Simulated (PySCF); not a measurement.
CH7NOSi2, SMILES C1N[SiH2]O[SiH2]1. Atoms are numbered in the order given.

```xyz
12

C      1.2867    -0.8738    -0.1738
N      1.3123     0.5209     0.2425
Si    -0.1879     1.2924     0.6403
O     -1.2504     0.1763    -0.0133
Si    -0.5302    -1.1863    -0.6729
H      1.9515    -1.0543    -1.0384
H      1.6010    -1.5784     0.6221
H      2.2254     0.9063     0.4514
H     -0.3232     2.6370     0.0063
H     -0.4801     1.4418     2.0997
H     -0.7246    -1.2196    -2.1525
H     -1.0991    -2.4312    -0.0803
```

Geometry optimised at PBE0-D3(BJ)/def2-SVP. The structure was generated by enumeration, and PubChem lists no compound with its InChIKey, so it may never have been made. One conformer was computed; it need not be the lowest.

Computed with PySCF 2.14.0 with PBE0-D3(BJ)/def2-SVP.

Frequencies are harmonic and unscaled.

Computed vibrational spectrum:
```
mode  ν (cm⁻¹)  IR (km/mol)  Raman (Å⁴/amu)  depolarisation  moving atoms (share of kinetic energy)
----  --------  -----------  --------------  --------------  --------------------------------------
1           77          0.4             0.2            0.48                  H 39 %, N 30 %, C 22 %
2          123          0.8             0.7            0.74          O 42 %, H 31 %, Si 18 %, N 8 %
3          312         86.8             4.6            0.74                           H 88 %, N 9 %
4          415          8.0             2.1            0.44                 Si 54 %, O 25 %, H 12 %
5          478         25.8             2.0            0.72         Si 35 %, N 32 %, C 15 %, H 13 %
6          548         31.1             2.9            0.71                         H 83 %, Si 11 %
7          633          2.3            13.9            0.67                                  H 92 %
8          666          3.0            14.7            0.36                 C 42 %, H 41 %, Si 16 %
9          699         14.9            17.9            0.58                 H 72 %, Si 14 %, C 10 %
10         708         79.8             5.3            0.30                 H 63 %, O 17 %, Si 17 %
11         716         25.0             7.7            0.42                 H 44 %, O 33 %, Si 22 %
12         776         16.8            14.1            0.33                 N 41 %, H 30 %, Si 19 %
13         835        114.6            10.6            0.74                         H 62 %, Si 22 %
14         856         48.4             6.8            0.67                 H 67 %, C 18 %, Si 11 %
15         960        447.5             4.5            0.71                 H 64 %, Si 23 %, O 11 %
16         981        220.2             6.5            0.74                 O 58 %, H 25 %, Si 16 %
17         984        107.4            10.9            0.75                                  H 88 %
18        1025        152.2            18.5            0.75                                  H 94 %
19        1123         33.7             2.9            0.74                  H 44 %, N 29 %, C 26 %
20        1181         29.3             4.8            0.38                  H 69 %, C 19 %, N 10 %
21        1209         26.0             8.3            0.40                          H 79 %, C 13 %
22        1362         29.0             0.5            0.72                  H 65 %, N 21 %, C 13 %
23        1476          6.4            17.4            0.63                                  H 92 %
24        2212        191.5           121.1            0.51                                  H 96 %
25        2235        186.9            60.0            0.61                                  H 97 %
26        2240        196.4           154.9            0.18                                  H 96 %
27        2247         72.0           278.1            0.11                                  H 97 %
28        3004         57.4           159.6            0.15                                  H 94 %
29        3064         21.4           124.7            0.59                           H 91 %, C 9 %
30        3651         25.0           147.0            0.28                                  H 93 %
```
